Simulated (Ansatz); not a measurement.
NbB₇, relaxed as a triplet with UKS PBE-D4/def2-SVP in Ansatz, starting from the PBE-D4/def2-SVP geometry of the neutral singlet. Force threshold 0.02 eV/Å.

In the def2 sets Nb takes a core potential; there is no spin–orbit coupling. At PBE-D4/def2-SVP a singlet of charge 0 lies 0.72 eV below the triplet, each at its own geometry. The structure comes from a short search, and lower isomers may exist.

Start:

```xyz
8

Nb    1.346    0.297   -0.307
B    -0.544   -0.683   -0.998
B    -0.427   -0.377    1.289
B     0.743   -1.668   -0.922
B    -0.459    1.195    1.144
B     0.015   -1.651    0.468
B    -0.800    0.846   -0.633
B     0.126    2.041   -0.041
```

(1) Estimate the energy that the relaxation releases and the steps that it takes.

(2) Does the start keep its bonding and symmetry?

(3) Predict the relaxed structure.

Answers

(1) 40.8 kJ/mol, in 10 steps; 34 s on 2 threads of AMD EPYC 7R13 on a shared host. No frequencies were taken in this run, so the end may be a saddle point.

(2) Bonds formed: B2–B3, B3–B7 (atoms count from 1). Point group Cs at the start, Cs at the end, both within 0.05 Å.

(3) 
| atom | x (Å) | y (Å) | z (Å) |
| --- | --- | --- | --- |
| Nb1 | 1.3365 | 0.2910 | -0.2881 |
| B2 | -0.5943 | -0.7404 | -0.8107 |
| B3 | -0.5849 | -0.3366 | 1.0067 |
| B4 | 0.8366 | -1.6866 | -0.9606 |
| B5 | -0.4224 | 1.2744 | 1.1327 |
| B6 | 0.0731 | -1.7028 | 0.4253 |
| B7 | -0.8504 | 0.7983 | -0.4450 |
| B8 | 0.2058 | 2.1027 | -0.0603 |
Bond lengths: 11 × B–B 1.58 to 1.86 Å; 7 × B–Nb 2.15 to 2.47 Å.
